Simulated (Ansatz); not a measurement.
A nudged elastic band was laid between two geometries of FGeH₄N (7 atoms, charge 0, multiplicity 1).

The calculation used RKS B3LYP-D4/def2-SVP (Ansatz 0.2.0).

```yaml
movable_images: 9
climbing_image: yes
spring: 5.0 eV/Å²
optimiser: quadratic models (default)
start_path: through a guess of the saddle point
force_threshold: 0.05 eV/Å
iteration_limit: 60
end_points: relaxed
```

Image 0:

```xyz
7
Properties=species:S:1:pos:R:3
Ge -0.157 -0.428 0.521
F 1.475 -0.718 1.115
N -0.158 0.699 -0.906
H 0.283 0.353 -1.756
H -0.684 -1.798 0.073
H -0.907 0.239 1.683
H 0.149 1.653 -0.729
```

Image 10:

```xyz
7
Properties=species:S:1:pos:R:3
Ge -0.758 -0.135 0.678
F 1.823 -1.012 -1.063
N 0.119 0.807 -0.452
H 1.315 -0.200 -1.003
H -0.339 -1.586 0.896
H -1.959 0.355 1.512
H -0.202 1.770 -0.569
```

Task: What changes between the two ends?

Result: Bonds broken: Ge1–F2, N3–H4. Bonds formed: F2–H4. FGeH4N becomes FH + GeH3N.

Task: Give the energies along the band, and the barrier.

Result: The run converged. The highest image is number 6 of 0 to 10, 266.1 kJ/mol above the first end and 17.5 kJ/mol above the last; the last end lies 248.6 kJ/mol above the first. Neighbouring images differ by up to 1.3 eV, so the band resolves the path poorly. A vibrational analysis at the climbing image gives one clearly imaginary mode, 286i cm⁻¹: a first-order saddle point. The orbitals stay closed-shell, which can raise the energy where a bond breaks towards radicals; this wasn't checked here.

| image | path coordinate (Å) | energy (kJ/mol) | Ge1–F2 (Å) | N3–H4 (Å) | F2–H4 (Å) |
| --- | --- | --- | --- | --- | --- |
| 0 | 0.00 | 0.0 | 1.76 | 1.02 | 3.29 |
| 1 | 0.40 | 2.3 | 1.76 | 1.02 | 3.10 |
| 2 | 0.80 | 8.4 | 1.76 | 1.02 | 2.81 |
| 3 | 1.20 | 21.8 | 1.76 | 1.02 | 2.36 |
| 4 | 1.61 | 65.8 | 1.81 | 1.04 | 1.84 |
| 5 | 2.01 | 192.8 | 2.03 | 1.20 | 1.39 |
| 6 | 2.41 | 266.1 | 2.30 | 1.57 | 1.03 |
| 7 | 2.97 | 260.6 | 2.75 | 1.73 | 0.96 |
| 8 | 3.52 | 255.1 | 3.01 | 1.70 | 0.96 |
| 9 | 4.08 | 250.5 | 3.17 | 1.67 | 0.96 |
| 10 | 4.63 | 248.6 | 3.23 | 1.66 | 0.96 |

Task: What is the geometry of the highest image?

Result: 
```xyz
7
Properties=species:S:1:pos:R:3
Ge -0.611 -0.276 0.393
F 1.646 -0.572 0.071
N -0.187 0.661 -1.014
H 1.202 0.038 -0.634
H -0.862 -1.777 0.228
H -0.930 0.254 1.813
H -0.258 1.671 -0.857
```

Run time: 3.4 min on 2 threads of Intel(R) Xeon(R) Platinum 8488C (Sapphire Rapids), with other jobs on the host, peak memory 0.18 GiB.
